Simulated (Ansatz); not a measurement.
C2H3NSi, SMILES `N#C[C][SiH3]` (lower triplet) (charge 0, multiplicity 3). This triplet lies 0.96 eV below the relaxed singlet at the level B3LYP/cc-pVTZ // PBE0-D3(BJ)/def2-TZVP (Ansatz, an electronic-structure program).

Cartesian coordinates (Å):
```xyz
7

N      3.1036    -0.7589     0.1075
C      1.9444    -0.4757     0.0704
C      0.6766    -0.1660     0.0297
Si    -1.0864     0.2657    -0.0385
H     -1.6045     0.3632     1.3478
H     -1.8055    -0.7965    -0.7832
H     -1.2284     1.5681    -0.7338
```
Charge 0, spin multiplicity 3.

Frozen-core energies in 6-31g from Ansatz at a geometry from PBE0-D3(BJ)/def2-TZVP; the HF reference has <S^2> = 2.38 and the T1 diagnostic is 0.039.

```tsv
level	energy (Ha)	difference from CCSDT(Q) (mHa)
HF	-420.67683	324.71
MP2	-420.93159	69.95
CCSD	-420.98940	12.14
CCSD(T)	-420.99880	2.74
CCSDT	-421.00029	1.25
CCSDT(Q)	-421.00154	0.00
```
